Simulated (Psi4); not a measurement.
C2Cl3, doublet, geometry from GFN2-xTB; REVPBE/def2-SVPD (Psi4).

Here is a job for Psi4.
```
memory 2 GB

molecule mol {
0 2
C    -0.012803    0.204645    1.024738
C     0.001686    0.323354   -0.263813
Cl   -0.021398   -0.940103    2.184399
Cl    0.020572   -1.073532   -1.372585
Cl    0.004750    1.827282   -1.080375
}

set {
  basis def2-svpd
  reference uks
}

energy('revpbe')
print_variables()
```

What does Psi4 print? Leave out banner, timings and long lists.


```
   => Loading Basis Set <=

    Name: DEF2-SVPD
    Role: ORBITAL
    Keyword: BASIS

         ---------------------------------------------------------
                                   SCF
               by Justin Turney, Rob Parrish, Andy Simmonett
                          and Daniel G. A. Smith
                              UKS Reference
         ---------------------------------------------------------

  ==> Geometry <==

    Molecular point group: c1
    Full point group: C1

    Geometry (in Angstrom), charge = 0, multiplicity = 2:

       Center              X                  Y                   Z               Mass
    ------------   -----------------  -----------------  -----------------  -----------------
         C           -0.012832585600     0.206045724731     1.026756284012    12.000000000000
         C            0.001656414400     0.324754724731    -0.261794715988    12.000000000000
         CL          -0.021427585600    -0.938702275269     2.186417284012    34.968852682000
         CL           0.020542414400    -1.072131275269    -1.370566715988    34.968852682000
         CL           0.004720414400     1.828682724731    -1.078356715988    34.968852682000

  Running in c1 symmetry.

  Rotational constants: A =      0.12218  B =      0.04976  C =      0.03536 [cm^-1]
  Rotational constants: A =   3662.76540  B =   1491.81199  C =   1060.05923 [MHz]
  Nuclear repulsion =  300.562258247988041

  Charge       = 0
  Multiplicity = 2
  Electrons    = 63
  Nalpha       = 32
  Nbeta        = 31

  ==> Algorithm <==

  SCF Algorithm Type is DF.
  DIIS enabled.
  MOM disabled.
  Fractional occupation disabled.
  Guess Type is SAD.
  Energy threshold   = 1.00e-06
  Density threshold  = 1.00e-06
  Integral threshold = 1.00e-12

  ==> Primary Basis <==

  Basis Set: DEF2-SVPD
    Blend: DEF2-SVPD
    Number of shells: 49
    Number of basis functions: 121
    Number of Cartesian functions: 131
    Spherical Harmonics?: true
    Max angular momentum: 2

  ==> DFT Potential <==

   => LibXC <=

    Version 7.1.2
    S. Lehtola, C. Steigemann, M. J. T. Oliveira, and M. A. L. Marques,  SoftwareX 7, 1–5 (2018) (10.1016/j.softx.2017.11.002)

   => Composite Functional: REVPBE <=

    revPBE GGA Exchange-Correlation Functional

    Y. Zhang and W. Yang, Phys. Rev. Lett. 80, 890, 1998

    Deriv               =              1
    GGA                 =           TRUE
    Meta                =          FALSE

    Exchange Hybrid     =          FALSE
    MP2 Hybrid          =          FALSE

   => Exchange Functionals <=

    1.0000   XC_GGA_X_PBE_R

   => Correlation Functionals <=

    1.0000     XC_GGA_C_PBE

   => LibXC Density Thresholds  <==

    XC_GGA_C_PBE:  1.00E-12
    XC_GGA_X_PBE_R:  1.00E-15

   => Molecular Quadrature <=

    Radial Scheme          =       TREUTLER
    Pruning Scheme         =           NONE
    Nuclear Scheme         =       TREUTLER

    Blocking Scheme        =         OCTREE
    BS radius alpha        =              1
    Pruning alpha          =              1
    Radial Points          =             75
    Spherical Points       =            302
    Total Points           =         108279
    Total Blocks           =            903
    Max Points             =            256
    Max Functions          =            114
    Weights Tolerance      =       1.00E-15

   => Loading Basis Set <=

    Name: (DEF2-SVPD AUX)
    Role: JKFIT
    Keyword: DF_BASIS_SCF

  ==> Integral Setup <==

  SCF_SUBTYPE=INCORE selected. In-core MEM_DF algorithm will be used.
  Using in-core AOs.

  ==> MemDFJK: Density-Fitted J/K Matrices <==

    J tasked:                   Yes
    K tasked:                    No
    wK tasked:                   No
    Algorithm:                 Core
    Schwarz Cutoff:           1E-12
    Mask sparsity (%):       2.6911
    Fitting Condition:        1E-10

   => Auxiliary Basis Set <=

  Basis Set: (DEF2-SVPD AUX)
    Blend: DEF2-UNIVERSAL-JKFIT
    Number of shells: 164
    Number of basis functions: 534
    Number of Cartesian functions: 643
    Spherical Harmonics?: true
    Max angular momentum: 4

  Minimum eigenvalue in the overlap matrix is 1.9390591812E-04.
  Reciprocal condition number of the overlap matrix is 2.4390920801E-05.
    Using symmetric orthogonalization.

  ==> Pre-Iterations <==

  SCF Guess: Superposition of Atomic Densities via on-the-fly atomic UHF (no occupation information).

   -------------------------
    Irrep   Nso     Nmo
   -------------------------
     A        121     121
   -------------------------
    Total     121     121
   -------------------------

  ==> Iterations <==

                           Total Energy        Delta E     RMS |[F,P]|

   @DF-UKS iter SAD: -1456.13881795124962   -1.45614e+03   0.00000e+00
   @DF-UKS iter   1: -1455.67798075555675    4.60837e-01   5.85835e-03 DIIS/ADIIS
   @DF-UKS iter   2: -1454.70113824838540    9.76843e-01   1.15978e-02 DIIS/ADIIS
   @DF-UKS iter   3: -1455.95476368298227   -1.25363e+00   1.00764e-03 DIIS/ADIIS
   @DF-UKS iter   4: -1455.95733746579708   -2.57378e-03   8.64039e-04 DIIS/ADIIS
   @DF-UKS iter   5: -1455.96220161011865   -4.86414e-03   3.66341e-04 DIIS/ADIIS
   @DF-UKS iter   6: -1455.96310185836728   -9.00248e-04   1.20912e-04 DIIS/ADIIS
   @DF-UKS iter   7: -1455.96322971396035   -1.27856e-04   5.01364e-05 DIIS
   @DF-UKS iter   8: -1455.96326108963626   -3.13757e-05   8.00632e-06 DIIS
   @DF-UKS iter   9: -1455.96326243823978   -1.34860e-06   4.57278e-06 DIIS
   @DF-UKS iter  10: -1455.96326285145892   -4.13219e-07   1.56432e-06 DIIS
   @DF-UKS iter  11: -1455.96326289138938   -3.99305e-08   1.18664e-06 DIIS
   @DF-UKS iter  12: -1455.96326290654406   -1.51547e-08   2.38645e-07 DIIS
  Energy and wave function converged.

  ==> Post-Iterations <==

   Electrons on quadrature grid:
      Nalpha   =   31.9999982439 ; deviation = -1.756e-06
      Nbeta    =   30.9999979179 ; deviation = -2.082e-06
      Ntotal   =   62.9999961618 ; deviation = -3.838e-06

   @Spin Contamination Metric:   7.861441416E-03
   @S^2 Expected:                7.500000000E-01
   @S^2 Observed:                7.578614414E-01
   @S   Expected:                5.000000000E-01
   @S   Observed:                5.000000000E-01

    Orbital Energies [Eh]
    ---------------------

    Alpha Occupied:

[...]
    Alpha Virtual:

[...]
    Beta Occupied:

[...]
      31A     -0.233072

    Beta Virtual:

[...]
    Final Occupation by Irrep:
              A
    DOCC [    31 ]
    SOCC [     1 ]
    NA   [    32 ]
    NB   [    31 ]

  @DF-UKS Final Energy: -1455.96326290654406

   => Energetics <=

    Nuclear Repulsion Energy =            300.5622582479880407
    One-Electron Energy =               -2604.6583788943544278
    Two-Electron Energy =                 943.3251969130636780
    DFT Exchange-Correlation Energy =     -95.1923391732417201
    Empirical Dispersion Energy =           0.0000000000000000
    VV10 Nonlocal Energy =                  0.0000000000000000
    Total Energy =                      -1455.9632629065440597

  UHF NO Occupations:
  HONO-2 :   30  A 1.9990975
  HONO-1 :   31  A 1.9973644
  HONO-0 :   32  A 1.0000000
  LUNO+0 :   33  A 0.0026356
  LUNO+1 :   34  A 0.0009025
  LUNO+2 :   35  A 0.0001782
  LUNO+3 :   36  A 0.0000994

Computation Completed

Properties will be evaluated at   0.000000,   0.000000,   0.000000 [a0]

Properties computed using the SCF density matrix

 Multipole Moments:

 ------------------------------------------------------------------------------------
     Multipole            Electronic (a.u.)      Nuclear  (a.u.)        Total (a.u.)
 ------------------------------------------------------------------------------------

 L = 1.  Multiply by 2.5417464519 to convert [e a0] to [Debye]
 Dipole X            :         -0.0008258           -0.0035109           -0.0043367
 Dipole Y            :         -0.2953153            0.1667469           -0.1285684
 Dipole Z            :          0.1796050            0.2403068            0.4199118
 Magnitude           :                                                    0.4391749

 ------------------------------------------------------------------------------------

  Variable Map:
  ----------------------------------------------------------------------------
[...]
  Array Variable Map:
  ----------------------------------------------------------------------------
[...]
[...]
```
